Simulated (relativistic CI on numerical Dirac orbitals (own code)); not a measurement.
## Ta³⁺: 5d valence photoemission

Computed with this model: Dirac-Coulomb-Breit CI, KLI orbitals optimised for each configuration, model QED (radiative potential, 1s self-energy scaled to tabulated hydrogen-like ionisation energies), valence Slater integrals scaled by 0.9, multiplet model of photoemission in the sudden approximation; configurations [Xe] 4f14 5d2 → [Xe] 4f14 5d; 80 K; Lorentzian 0.21 eV and Gaussian 0.5 eV FWHM. Energies are those of the free ion, without screening or charge transfer. The energies are binding energies and can lie tens of eV above those of solids. S is read from ⟨S²⟩ = S(S + 1).

Field parameters in Wybourne normalisation: D4h B²₀ = −7Ds, B⁴₀ = 21(Dq − Dt), B⁴₄ = 21√(5/14) Dq. The field is a parameter set, without covalency.

free ion: ground-state S = 0.96, centroid 34.94 eV. Peaks (eV, height): 34.9 (100).

D4h, 10Dq = 44700, Ds = -1500, Dt = 750 cm⁻¹: ground-state S = 0.99, centroid 36.80 eV. Peaks (eV, height): 36.3 (98), 37.2 (100).

D4h, 10Dq = 44700, Ds = -600, Dt = 750 cm⁻¹: ground-state S = 0.99, centroid 36.74 eV. Peaks (eV, height): 36.5 (99), 37.0 (100).

D4h, 10Dq = 44700, Ds = 300, Dt = 750 cm⁻¹: ground-state S = 0.99, centroid 36.69 eV. Peaks (eV, height): 36.7 (100).

D4h, 10Dq = 44700, Ds = 1200, Dt = 750 cm⁻¹: ground-state S = 0.98, centroid 36.63 eV. Peaks (eV, height): 36.6 (100).

D4h, 10Dq = 44700, Ds = 2100, Dt = 750 cm⁻¹: ground-state S = 0.99, centroid 36.70 eV. Peaks (eV, height): 36.7 (100).

Strongest unbroadened transitions for D4h, 10Dq = 44700, Ds = -600, Dt = 750 cm⁻¹:

| Energy (eV) | Relative strength |
| --- | --- |
| 36.42 | 16.6 |
| 36.43 | 98.2 |
| 37.00 | 17.0 |
| 37.02 | 100.0 |
| 37.37 | 0.4 |
| 37.38 | 2.1 |
| 41.89 | 0.1 |
| 41.90 | 0.4 |
| 42.05 | 0.0 |
| 42.07 | 0.1 |
